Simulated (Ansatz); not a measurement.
Consider the formal hydrolysis of a C–O bond: `N=C=C[O][AlH2]` + H₂O → `N=C=CO` + `[OH][AlH2]`.

Calculated with Ansatz (gas phase, PBE0-D4/def2-TZVP geometries, no zero-point term in ΔE). CCSD(T)/CBS is the MP2 limit (def2-TZVPP, def2-QZVPP) plus CCSD(T) − MP2 in def2-TZVPP, frozen cores. This one scheme is used for every species. DFT in def2-TZVPP. One conformer a species, not always the lowest.

Is it downhill or uphill in electronic energy at CCSD(T)/CBS, and by how much? (Estimate.)

Computed: Uphill: ΔE = +5.1 kJ/mol.

What do these levels give: B97M-V, CAM-B3LYP-D4, PBE, PBE0, r2SCANh, SCS-MP2/def2-TZVPP? (Best estimate.)

Ansatz gave: B97M-V 0.8, CAM-B3LYP-D4 2.6, PBE -2.0, PBE0 -0.3, r2SCANh 0.4, SCS-MP2/def2-TZVPP 2.8 kJ/mol.

What do rigid-rotor, harmonic-oscillator terms from PBE0-D4/def2-TZVP frequencies (298.15 K, 1 bar) make of the CCSD(T)/CBS value? (Estimate.)

Ansatz gave: ΔZPE = +3.7 kJ/mol, ΔH = +5.8 kJ/mol, ΔS = 7 J/(mol·K), ΔG = +3.7 kJ/mol.

Largest T1 diagnostic among the species: 0.015.

From BLYP to BHLYP (50 % exact exchange), in def2-TZVPP and without D4, ΔE moves by +3.5 kJ/mol. The D4 term adds +5.3 kJ/mol with B3LYP and +3.1 kJ/mol with PBE0; it sums over pairs of atoms, weighted by their polarisabilities, and B3LYP, whose exchange is more repulsive, gets the larger term.

B3LYP here is the variant with VWN-RPA as its local correlation; programs differ in this.
